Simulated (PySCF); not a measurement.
Field gradients at the hydrogen positions

Species: C6H11F3Si.
Numbering: `[CH3:1][CH2:2][C@H:3]1[CH2:4][Si@:5]([F:6])([CH:7]([F:8])[F:9])[CH2:10]1` (hydrogens: H11, H12, H13 on C1; H14, H15 on C2; H16 on C3; H17, H18 on C4; H19 on C7; H20, H21 on C10)

Cartesian coordinates in Å at the GFN2-xTB level; atoms count from 1:
```
atom  x, y, z in Å
C1    -2.984    0.304   -0.249
C2    -1.910   -0.403    0.570
C3    -0.552    0.274    0.447
C4     0.545   -0.386    1.328
Si5    1.683   -0.568   -0.178
F6     2.142   -2.062   -0.624
C7     3.357    0.393   -0.296
F8     3.159    1.729   -0.461
F9     4.076    0.262    0.853
C10    0.099    0.127   -0.957
H11   -3.121    1.324    0.104
H12   -2.705    0.341   -1.299
H13   -3.932   -0.220   -0.165
H14   -2.207   -0.411    1.621
H15   -1.821   -1.441    0.242
H16   -0.654    1.330    0.703
H17    0.874    0.237    2.155
H18    0.214   -1.335    1.746
H19    4.006    0.060   -1.117
H20   -0.430   -0.596   -1.574
H21    0.152    1.058   -1.513
```

Level: PBE0/pcSseg-1 (PySCF, non-relativistic); Q(2H) = 0.00286 b; rigid geometry, the same for H and D, with no vibrational averaging.

**Question.** Rank these positions by the coupling χzz of a deuteron there, largest first.
A. H15 (methylene hydrogen)
B. H17 (methylene hydrogen)
C. H12 (methyl hydrogen)
D. H19 (methine hydrogen)

**Answer.** B (218 kHz), C (212 kHz), A (203 kHz), D (184 kHz).

**Question.** What are Vzz, η and χzz (234.96 MHz × Q × Vzz) at all hydrogens?

**Answer.** 
```csv
atom,bonded to,bond length (Å),Vzz (au),η,χzz (kHz)
H11,C1,1.088,0.3152,0.02,212
H12,C1,1.087,0.3162,0.02,212
H13,C1,1.087,0.3171,0.01,213
H14,C2,1.093,0.3032,0.02,204
H15,C2,1.093,0.3024,0.02,203
H16,C3,1.091,0.3037,0.02,204
H17,C4,1.086,0.3237,0.03,218
H18,C4,1.088,0.3198,0.04,215
H19,C7,1.099,0.2732,0.05,184
H20,C10,1.088,0.3209,0.04,216
H21,C10,1.086,0.3247,0.04,218
```

**Question.** How does χzz go with the bond length over the 11 C–H bonds?

**Answer.** A straight-line fit has a slope of -24.8 kHz for each 0.01 Å, with a correlation coefficient of -0.98, over lengths from 1.086 to 1.099 Å. The longer bonds have the smaller couplings here.

**Question.** A static deuteron (I = 1) shows a doublet split by (3/2)χ, (3/4)χ(1 + η) and (3/4)χ(1 − η) with the field along z, y and x of the gradient. What are these for H15?

**Answer.** With |χ| = 203.2 kHz and η = 0.023: 305, 156 and 149 kHz, to first order and without motion.

Geometry: GFN2-xTB, one conformer, isolated molecule. GFN2-xTB bond lengths can be off by several hundredths of an ångström, more for odd bonds, and the gradients follow them. These gradients aren't converged with respect to the basis.

The run behind these numbers computed NMR shieldings as well. The run took 59 s of wall time on an Arm Neoverse V1 with one thread, shared host with 32 logical CPUs at a one-minute load of 29, and the process peaked at 1.1 GiB of memory.
